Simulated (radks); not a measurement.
The numbers below are computed, except where a source is named.
Dipole-allowed excitations along the series with 10 electrons in [Ne]. Level of theory: non-relativistic Kohn-Sham, PBE, spin-polarised, spherical densities, point nucleus (a radial shooting solver on a logarithmic mesh with Libxc functionals). Time-dependent linear response with the Hartree and adiabatic LDA kernel, continuum included through the Sternheimer equations. Lines are the poles of the dipole polarisability below minus the highest occupied eigenvalue, found on a grid refined at the orbital gaps; the lowest seven at most are given, and weak or close lines can be missed. The first line takes the name of the lowest orbital gap if no other gap lies below it; otherwise a line is named after a gap within 0.6 % of it, if that gap stands alone.

species  -e(HOMO) (eV)  lowest orbital gap (eV)  first line (eV)      f  strongest line (eV)  its f  static alpha (bohr^3)
P5+             199.82             2p-3s 128.92   129.36 (2p-3s)  0.204  156.95 (unassigned)   1.13                 0.1107
S6+             258.01             2p-3s 163.30   163.83 (2p-3s)  0.203  196.92 (unassigned)   1.37                0.07504
Cl7+            323.06             2p-3s 201.46   202.08 (2p-3s)  0.201  240.69 (unassigned)   1.59                0.05285
Ar8+            394.96             2p-3s 243.40   244.11 (2p-3s)  0.198  288.24 (unassigned)   1.78                0.03838
K9+             473.69             2p-3s 289.13   289.93 (2p-3s)  0.196  339.57 (unassigned)   1.94                0.02859
Ca10+           559.26             2p-3s 338.64   339.52 (2p-3s)  0.194  394.68 (unassigned)   2.09                0.02176
